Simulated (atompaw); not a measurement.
# Before and after: PAW (atompaw) potential for nickel

atompaw 4.2.0.5 input, output lines left out:

```
Ni 28
GGA-PBESOL scalarrelativistic loggrid 1500 logderivrange -10 5 376
4 4 3 0 0 0
4 0 1.5
4 1 0
3 2 8.5
0 0 0
c
c
v
v
c
v
v
v
2
1.65 1.25 1.45 1.55
n
n
y
0.75
n
custom rrkj gramschmidtortho sinc
3 0 vpsmatchnc
0.80
1.05
1.10
1.65
1.65
1.65
```

All-electron outer shells of the reference configuration (PBEsol, scalar-relativistic, ld1.x):

```json
{"shell": "2s", "level (eV)": "-977.84", "outermost node (bohr)": "0.07", "outermost maximum (bohr)": "0.21"}
{"shell": "2p", "level (eV)": "-841.17", "outermost node (bohr)": "–", "outermost maximum (bohr)": "0.16"}
{"shell": "3s", "level (eV)": "-108.06", "outermost node (bohr)": "0.30", "outermost maximum (bohr)": "0.64"}
{"shell": "3p", "level (eV)": "-68.61", "outermost node (bohr)": "0.27", "outermost maximum (bohr)": "0.65"}
{"shell": "3d", "level (eV)": "-6.61", "outermost node (bohr)": "–", "outermost maximum (bohr)": "0.63"}
{"shell": "4s", "level (eV)": "-5.05", "outermost node (bohr)": "0.92", "outermost maximum (bohr)": "2.29"}
{"shell": "4p", "level (eV)": "-0.93", "outermost node (bohr)": "1.01", "outermost maximum (bohr)": "3.38"}
```

Change: wave 3d channel at 0.75 Ry: rc 1.65 bohr becomes 3d channel at -0.38 Ry: rc 1.65 bohr.

Cutoffs: the cutoffs (Ry, on a coarse ladder) from which the occupation-weighted sum of valence levels, in a spherical-Bessel basis at the reference potential, stays within 10 and 1 mRy of its value at 400 Ry; they do not see the model core or the augmentation charge, which bear on the density cutoff.

Task: What does the change do?

Result: The potential gets neither clearly harder nor softer (80 Ry and 160 Ry → 80 Ry and 160 Ry); the p channel sets the loose cutoff, while the largest relative change is in d, which becomes harder; the range in which the d phases agree widens (upper end 2.8 → 4.6); neither file shows a bound ghost.

```csv
quantity,base,changed
"cutoff, loose",80 Ry,80 Ry
"cutoff, tight",160 Ry,160 Ry
loose cutoff by channel (10 mRy a level),"s 40 Ry, p 60 Ry, d 30 Ry","s 40 Ry, p 60 Ry, d 35 Ry"
bound ghosts,none,none
s: phases at 1.66 bohr within 0.05 rad from the reference energy up to (Ry; the scan ends near 5),to the end of the scan,to the end of the scan
p: phases at 1.66 bohr within 0.05 rad from the reference energy up to (Ry; the scan ends near 5),1.4,1.4
d: phases at 1.66 bohr within 0.05 rad from the reference energy up to (Ry; the scan ends near 5),2.8,4.6
lowest overlap eigenvalue by channel,"s 0.14, p 0.52, d 0.32","s 0.14, p 0.52, d 0.99"
```

 The cutoffs see the waves, projectors and local potential, not the compensation charge or the core.
